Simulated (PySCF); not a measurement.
**Vertical excitation energies**

Species: CH8N2SSi3.
Cartesian coordinates in Å at the GFN2-xTB level; atoms count from 1:
```
atom  x, y, z in Å
N1    -1.6431    2.8085   -0.6127
C2    -1.9318    1.7039   -0.5019
Si3   -2.2504   -0.1307   -0.3474
Si4   -0.2177   -1.0941   -0.9397
Si5    1.6007   -0.1580    0.1545
N6     0.9968    1.2079    0.9944
S7     2.2745   -1.3897    1.8099
H8    -3.4119   -0.3447   -1.2188
H9    -2.6903   -0.2956    1.0409
H10   -0.3079   -2.5511   -0.7425
H11   -0.0209   -0.9400   -2.3918
H12    2.8277    0.0575   -0.6293
H13    1.4905    1.5587    1.7992
H14    0.5573    1.9644    0.4966
H15    2.7222   -2.3890    1.0668
```

Computed with TDDFT wB97X-D/def2-SVPD, vertical, gas phase, core orbitals frozen in the response (PySCF 2.14.0, density-fitted response routines).

Task: What does the calculation give for the low-lying excited states?

Result: 

```
state  E (eV)  ν̃ (cm⁻¹)       f  |μ| (D)  main configurations (H = HOMO, L = LUMO)
   S1    5.37      43290   0.044     1.47                    H→L (72%), H→L+1 (11%)
   S2    5.80      46820  0.0054     0.50        H→L+1 (54%), H-1→L (17%), H→L (9%)
   S3    5.89      47530   0.017     0.88    H-1→L (59%), H-1→L+1 (10%), H→L+1 (8%)
   S4    6.20      49990   0.012     0.70     H→L+2 (29%), H→L+5 (22%), H→L+6 (21%)
   S5    6.33      51040  0.0079     0.58                 H-1→L+1 (70%), H-1→L (9%)
   S6    6.72      54180   0.044     1.32   H→L+3 (29%), H-2→L+1 (12%), H→L+2 (10%)
   S7    6.77      54640   0.017     0.82    H-1→L+2 (26%), H→L+2 (24%), H→L+4 (9%)
   S8    6.96      56110   0.149     2.38                 H-2→L (52%), H-3→L+2 (9%)
```

Triplets, Tamm–Dancoff:

| state | E (eV) | λ (nm) | main configurations (H = HOMO, L = LUMO) |
| --- | --- | --- | --- |
| T1 | 4.99 | 248.5 | H→L (72%), H→L+1 (9%) |
| T2 | 5.42 | 228.7 | H→L+1 (54%), H→L (9%), H→L+3 (8%) |
| T3 | 5.64 | 219.7 | H-1→L (55%), H-1→L+1 (14%) |

The lowest singlet comes at 231 nm (518 kJ/mol) in the ultraviolet; it is of moderate strength; its leading configuration is HOMO→LUMO (72%). The strongest level in the table is S8 at 6.96 eV (178 nm, f = 0.149). It is the last of those listed, so stronger ones may follow. Löwdin shares by element: HOMO sulfur 61%, silicon 21% or more, hydrogen 6% or more; LUMO silicon 63%, sulfur 10% (atoms not listed hold the other 28%). Orbital energies (eV): HOMO-3 -11.01, HOMO-2 -10.63, HOMO-1 -9.73, HOMO -9.10, LUMO 0.47, LUMO+1 0.78, LUMO+2 1.09. Weighted by f, the mean energy of these states is 6.54 eV. The oscillator strengths of these states sum to 0.297; summed over the whole spectrum of an exact calculation they would give the number of electrons, 86 (Thomas–Reiche–Kuhn). The window holds the lowest 8 singlets.

On Arm Neoverse N1, one thread, on a shared host, this took 89 s wall and 0.98 GiB of memory at its peak.

One conformer stands for the species.
